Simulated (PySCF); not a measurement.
Calculated NMR data

Computed data (PySCF): shieldings: GIAO PBE0/pcSseg-1, GFN2-xTB structure. Gas phase, relativity neglected, one averaged value for each set of equivalent atoms, single conformer.

References, each an isolated molecule treated in the same way: TMS for 1H (σ = 31.72 ppm) and 13C (σ = 186.93 ppm). Splittings of carbon signals by F and P are missing where no couplings were computed. Where no couplings were computed, multiplicities follow the n + 1 count of equivalent neighbours, and m marks all less simple cases (inequivalent or close neighbours, rings, F or P nearby). Shifts are as computed. Against solution values, carbons near 30 ppm lie about +3 ppm off and those near 130 ppm about +5 ppm. Of 1211 compounds with measured shifts, 218 miss one by over three times the rms of a fit or turn the order of signals round; such compounds aren't used in these exercises.

Compound 1 (C₄H₉NO₂Si). 1H NMR (500 MHz, computed): δ 7.79 (d, 1H), 7.06 (d, 1H), 4.91 (s, 2H), 3.92 (m, 1H), 3.87 (m, 1H), 3.73 (s, 3H). 13C{1H} NMR (computed): δ 169.7 (C), 153.7 (CH2), 79.3 (CH2), 50.4 (CH3). Structure: SMILES C=NC(=C)O[SiH2]OC.

Compound 2 (C₃H₁₁FSi₃). 1H NMR (500 MHz, computed): δ 6.24 (m, 1H), 5.90 (m, 1H), 5.87 (m, 1H), 3.63 (m, 3H), 3.37 (m, 1H), 3.20 (m, 1H), 1.90 (s, 3H). 13C{1H} NMR (computed): δ 151.0 (C), 134.8 (CH2), 23.1 (CH3). Structure: SMILES C=C(C)[Si@@H](F)[SiH2][SiH3].

Compound 3 (C₇H₁₄N₂). 1H NMR (500 MHz, computed): δ 6.17 (t, 1H), 6.00 (d, 1H), 2.22 (m, 1H), 1.98 (m, 2H), 1.10 (t, 3H), 1.00 (d, 6H). 13C{1H} NMR (computed): δ 136.7, 131.5, 29.4, 24.7, 21.4, 13.3. Structure: `InChI=1S/C7H14N2/c1-4-5-8-9-6-7(2)3/h5-7H,4H2,1-3H3/b8-5-,9-6-`.
